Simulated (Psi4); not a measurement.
Interaction energy of C3H9Al ··· CS2 (SMILES [CH3][Al]([CH3])[CH3] and S=C=S), singlet. Monomers: optimised at B3LYP-D3(BJ) (def2-SVP and def2-TZVP), held rigid. Orientation: lowest of the rigid-body minima from ten starts at GFN2-xTB (searched outside a hard wall at short contacts). R is the distance of the centres of mass, along which the second monomer moves. The shortest distances reach bonding range, where SAPT0 and rigid monomers are unreliable.

Calculation: SAPT0/jun-cc-pVDZ, frozen core (Psi4).

Components in kJ/mol:

```json
[
 {"R / Å": "2.65", "electrostatics": "-195.35", "exchange": "466.01", "induction": "-99.21", "dispersion": "-93.89", "total": "77.57"},
 {"R / Å": "2.83", "electrostatics": "-126.62", "exchange": "299.62", "induction": "-69.04", "dispersion": "-72.25", "total": "31.71"},
 {"R / Å": "3.05", "electrostatics": "-74.12", "exchange": "172.88", "induction": "-43.14", "dispersion": "-52.70", "total": "2.93"},
 {"R / Å": "3.24", "electrostatics": "-46.54", "exchange": "106.71", "induction": "-28.06", "dispersion": "-40.28", "total": "-8.18"},
 {"R / Å": "3.41", "electrostatics": "-30.72", "exchange": "68.98", "induction": "-18.80", "dispersion": "-31.77", "total": "-12.31"},
 {"R / Å": "3.67", "electrostatics": "-16.41", "exchange": "35.19", "induction": "-9.97", "dispersion": "-22.25", "total": "-13.44"},
 {"R / Å": "3.96", "electrostatics": "-8.35", "exchange": "16.52", "induction": "-4.85", "dispersion": "-15.10", "total": "-11.78"},
 {"R / Å": "4.27", "electrostatics": "-4.20", "exchange": "7.32", "induction": "-2.27", "dispersion": "-10.12", "total": "-9.27"},
 {"R / Å": "4.72", "electrostatics": "-1.68", "exchange": "2.21", "induction": "-0.79", "dispersion": "-5.80", "total": "-6.06"},
 {"R / Å": "5.41", "electrostatics": "-0.49", "exchange": "0.33", "induction": "-0.19", "dispersion": "-2.62", "total": "-2.97"},
 {"R / Å": "6.48", "electrostatics": "-0.10", "exchange": "0.01", "induction": "-0.03", "dispersion": "-0.89", "total": "-1.01"},
 {"R / Å": "7.72", "electrostatics": "-0.02", "exchange": "0.00", "induction": "-0.01", "dispersion": "-0.31", "total": "-0.34"}
]
```
